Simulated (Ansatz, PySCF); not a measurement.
Gas-phase reaction in SMILES: SB(S)S [borotrithioic acid] + H+ → SB(S)[SH2+]
Each molecule is optimised on its own at B3LYP-D3(BJ)/def2-TZVP (Ansatz, a program for electronic structure), one conformer each, not searched for the lowest.

Property: proton affinity (enthalpy at 298 K, with B3LYP-D3(BJ) rigid-rotor harmonic-oscillator terms from PySCF), positive where the reaction releases energy, in eV. Cores are frozen in the correlated levels unless marked. Spin-orbit coupling is left out. No relativistic terms. CBS(X,Y): correlation extrapolated as X^-3; Hartree-Fock from the larger set.

CCSD(T)/CBS(cc-pV(T+d)Z,cc-pV(Q+d)Z) (Ansatz) gives 7.73 eV.

Q: Another calculation gave 7.80 eV. Which level was it?
(A) revPBE/def2-TZVPD (Ansatz)
(B) wB97X-V/def2-TZVPD (Ansatz)
(C) SVWN5/def2-TZVPD (Ansatz)
(D) wB97M-V/def2-TZVPD (Ansatz)

A: B, wB97X-V/def2-TZVPD (Ansatz). The others give 7.93 (revPBE), 7.53 (SVWN5), 7.66 (wB97M-V) eV.
